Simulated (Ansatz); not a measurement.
C2H5GeNO can be A, `[GeH3][CH]1N=CO1`, or B, `N=[C]1[CH2][GeH]1[OH]`.

Isolated molecules relaxed with PBE0-D4/def2-TZVP in Ansatz; ΔE leaves out vibrations. CBS: MP2 limit from def2 TZ/QZ plus the TZ coupled-cluster correction, frozen cores. Functionals use def2-TZVPP. B3LYP here is the variant with VWN-RPA as its local correlation; programs differ in this. For Ge outer-core shells are correlated without core-valence functions, which leaves a few kJ/mol of doubt a bond. Scalar relativity is left out up to krypton. Each species was taken in one conformer, which may not be the lowest.

**Question.** Which is lower in electronic energy at CCSD(T)/CBS, and by how much? (Estimate.)

**Answer.** Computed: B, by 47.0 kJ/mol.

**Question.** Give E(B) − E(A) in kJ/mol with MP2/def2-TZVPP, HF/def2-TZVPP, CCSD/def2-TZVPP, B3LYP-D4, PBE-D4, CCSD(T)/def2-TZVPP, B2PLYP. (Estimate.)

**Answer.** Ansatz gave: MP2/def2-TZVPP -45.7, HF/def2-TZVPP -27.0, CCSD/def2-TZVPP -38.7, B3LYP-D4 -45.1, PBE-D4 -43.6, CCSD(T)/def2-TZVPP -39.9, B2PLYP -45.5. None reverses the order clearly.

Largest T1 diagnostic: 0.014.

From PBE to PBE0 (25 % exact exchange), in def2-TZVPP and without D4, E(B) − E(A) moves by +5.3 kJ/mol. In def2-TZVPP, CCSD(T) changes the Hartree–Fock value by −12.9 kJ/mol (the triples alone add −1.2 kJ/mol) and MP2 by −18.7 kJ/mol.
